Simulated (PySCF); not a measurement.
**Electron correlation in Ti²⁺ (titanium, charge +2)**

[Ar] 3d1 4p1, one real determinant (an excited configuration). All numbers are calculated (PySCF 2.14, no relativity, point nucleus, in aug-cc-pVDZ (7s6p4d2f, 59 functions)). Frozen: [Ar]; 2 electrons correlated.

With two correlated electrons CCSD is exact within the correlated space (frozen core and kept virtual orbitals).

| level | correlation energy (mhartree) |
| --- | --- |
| CCSD | -2.13 |

Diagnostics: T1 = 0.0011, D1 = 0.0021, largest double amplitude 0.169.

The real determinant used has ⟨L²⟩ near 8 against 12 for a pure F term, so it mixes terms. A double-excitation amplitude exceeds 0.15, a sign of near-degeneracy.

Cost of the coupled-cluster step: about 1.1 core-seconds, for 2 correlated electrons.

Iterations:

```
CC2 = 0
CCSD nocc = (np.int64(2), np.int64(0)), nmo = (50, 50)
frozen orbitals [[0, 1, 2, 3, 4, 5, 6, 7, 8], [0, 1, 2, 3, 4, 5, 6, 7, 8]]
max_cycle = 100
direct = 0
conv_tol = 1e-08
conv_tol_normt = 1e-06
diis_space = 8
diis_start_cycle = 0
Init t2, MP2 energy = -0.0011220149803774
Init E_corr(UCCSD) = -0.00112201498752741
cycle = 1  E_corr(UCCSD) = -0.00144889379716441  dE = -0.00032687881  norm(t1,t2) = 0.00748318
cycle = 2  E_corr(UCCSD) = -0.00155376941258548  dE = -0.000104875615  norm(t1,t2) = 0.00361836
cycle = 3  E_corr(UCCSD) = -0.00162269806671938  dE = -6.89286541e-05  norm(t1,t2) = 0.00266728
cycle = 4  E_corr(UCCSD) = -0.00163669230955254  dE = -1.39942428e-05  norm(t1,t2) = 0.00227307
cycle = 5  E_corr(UCCSD) = -0.00166055809917303  dE = -2.38657896e-05  norm(t1,t2) = 0.00214377
cycle = 6  E_corr(UCCSD) = -0.0018783033071632  dE = -0.000217745208  norm(t1,t2) = 0.00205549
cycle = 7  E_corr(UCCSD) = -0.00213598426714073  dE = -0.00025768096  norm(t1,t2) = 0.00118073
cycle = 8  E_corr(UCCSD) = -0.00212778570399932  dE = 8.19856314e-06  norm(t1,t2) = 9.83281e-05
cycle = 9  E_corr(UCCSD) = -0.00213765188692052  dE = -9.86618292e-06  norm(t1,t2) = 4.41611e-05
cycle = 10  E_corr(UCCSD) = -0.00213219571605366  dE = 5.45617087e-06  norm(t1,t2) = 2.58051e-05
cycle = 11  E_corr(UCCSD) = -0.00213305871538007  dE = -8.62999326e-07  norm(t1,t2) = 5.88755e-06
cycle = 12  E_corr(UCCSD) = -0.00213269175914506  dE = 3.66956235e-07  norm(t1,t2) = 1.90024e-06
cycle = 13  E_corr(UCCSD) = -0.0021328505644906  dE = -1.58805346e-07  norm(t1,t2) = 7.63353e-07
cycle = 14  E_corr(UCCSD) = -0.00213282375211719  dE = 2.68123734e-08  norm(t1,t2) = 2.74568e-07
cycle = 15  E_corr(UCCSD) = -0.00213282404035446  dE = -2.8823727e-10  norm(t1,t2) = 1.19202e-07
UCCSD converged
E(UCCSD) = -847.3777384317542  E_corr = -0.002132824040354456
```

The reference is one real determinant that mixes LS terms of this configuration.
